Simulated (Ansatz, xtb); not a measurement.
**Relative energy of two isomers of BGeH7SSi**

Structure I is `[BH2][GeH2][SiH2]S`, a singlet and structure II is `B[Si@@H](S)[GeH3]`, a singlet. Both are isolated molecules in the gas phase, relaxed with B3LYP/def2-SVP; the shapes shown needn't be the lowest conformers.

I (Å):

```xyz
11

B     0.5801   -1.6355    0.3984
Ge   -0.8792   -0.2185    0.7269
S     2.0132    1.1428    2.7276
Si    0.3423    1.7323    1.4589
H     0.8523   -2.4513    1.2413
H     1.2176   -1.6211   -0.6236
H    -1.6847    0.1721   -0.5351
H    -1.8887   -0.5932    1.8378
H    -0.5426    2.7250    2.1394
H     1.0038    2.3988    0.3016
H     1.2630    0.4500    3.6170
```

II (Å):

```xyz
11

B     1.1545    2.4912    0.0364
Ge    0.7405   -0.8872   -0.9893
S    -1.9493    1.0149    0.8601
Si    0.2145    0.8294    0.6409
H     2.3144    2.6724    0.3163
H     0.6125    3.2867   -0.6904
H     0.6655    0.3199    1.9691
H    -2.1399    1.5823   -0.3543
H     2.2645   -1.0762   -1.1703
H     0.1276   -2.2281   -0.5316
H     0.1373   -0.5212   -2.3641
```

Q: Which of the two would you expect CCSD(T)/def2-SVP + ΔMP2/def2-TZVPP electronic energies to favour?

A: Structure I; the calculation gives E(II) − E(I) = +2.6 kcal/mol.

How the difference moves with the method:

```
                             level        geometry  E(II) − E(I) (kcal/mol)  departure from the last row (kcal/mol)  job, with rough time for the two
                    B3LYP/def2-SVP  B3LYP/def2-SVP                      +1.6                                    −1.0             optimisation, 4.6 min
                       HF/def2-SVP  B3LYP/def2-SVP                      +2.3                                    −0.3           part of the CCSD(T) run
                      MP2/def2-SVP  B3LYP/def2-SVP                      +2.3                                    −0.3           part of the CCSD(T) run
                  CCSD(T)/def2-SVP  B3LYP/def2-SVP                      +1.8                                    −0.8                      single point
CCSD(T)/def2-SVP + ΔMP2/def2-TZVPP  B3LYP/def2-SVP                      +2.6                                                     single point, 1.7 min
```

As drawn, II has 1 B–Si, 1 Ge–H in place of 1 B–Ge, 1 Si–H.

None of the levels shown reverses the order. The largest departure from CCSD(T)/def2-SVP + ΔMP2/def2-TZVPP is that of B3LYP/def2-SVP, 1.0 kcal/mol. Levels run at GFN2-xTB geometries aren't shown. The last row adds to CCSD(T) the change of the MP2 difference between the two basis sets, here +0.8 kcal/mol.

With thermal terms from frequencies at re-optimised GFN2-xTB minima (ideal gas, soft modes damped towards free rotors, one conformer each, 298.15 K, 1 atm): the zero-point term adds −0.7 kcal/mol; ΔH is +2.2 and ΔG +1.3 kcal/mol.

The correlated steps freeze 20 core orbitals; the filled d shell of Ge is correlated, in a basis made for valence electrons. Mirror images aren't counted in ΔG. Codes used: Ansatz 0.2.0, xtb 6.7.1; the last row on 2 threads of AMD EPYC (Zen 3) on a shared host.
